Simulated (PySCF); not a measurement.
C₅H₇F, SMILES [C@H](C#C)(CC)F.

Coordinates come from a B3LYP-D3(BJ)/def2-SVP optimisation. The structure was generated by enumeration; whether it is a known compound was not checked. Other conformers were not sampled.

These are B3LYP-D3(BJ)/def2-SVP in PySCF values and carry that method's errors.

Harmonic, unscaled wavenumbers; measured fundamentals usually lie a few per cent lower.

```tsv
mode	ν (cm⁻¹)	IR (km/mol)	moving atoms (share of kinetic energy)
1	105	0.6	C 52 %, H 36 %, F 13 %
2	164	0.7	C 53 %, H 37 %, F 11 %
3	218	2.0	C 56 %, F 26 %, H 18 %
4	231	0.9	H 71 %, F 15 %, C 13 %
5	318	4.5	C 58 %, H 32 %, F 11 %
6	415	1.5	C 57 %, H 25 %, F 19 %
7	554	9.6	C 69 %, F 20 %, H 11 %
8	649	5.0	C 64 %, H 21 %, F 15 %
9	693	37.2	H 77 %, C 23 %
10	738	27.9	H 75 %, C 25 %
11	788	0.2	H 79 %, C 18 %
12	843	5.7	C 75 %, H 22 %
13	954	16.9	C 54 %, H 46 %
14	991	63.3	H 44 %, C 36 %, F 20 %
15	1082	15.1	H 52 %, C 43 %
16	1104	31.8	C 66 %, H 30 %
17	1146	25.1	H 49 %, C 47 %
18	1281	1.0	H 86 %, C 13 %
19	1323	5.4	H 64 %, C 36 %
20	1362	15.2	H 71 %, C 28 %
21	1371	24.0	H 72 %, C 27 %
22	1406	6.5	H 73 %, C 27 %
23	1450	2.6	H 91 %, C 9 %
24	1468	4.4	H 97 %
25	1484	6.6	H 95 %
26	2231	4.4	C 91 %, H 9 %
27	3031	8.9	H 93 %
28	3041	20.2	H 97 %
29	3046	31.2	H 94 %
30	3088	11.7	H 90 %, C 10 %
31	3123	22.5	H 90 %, C 10 %
32	3133	16.3	H 90 %, C 10 %
33	3469	63.1	H 85 %, C 15 %
```
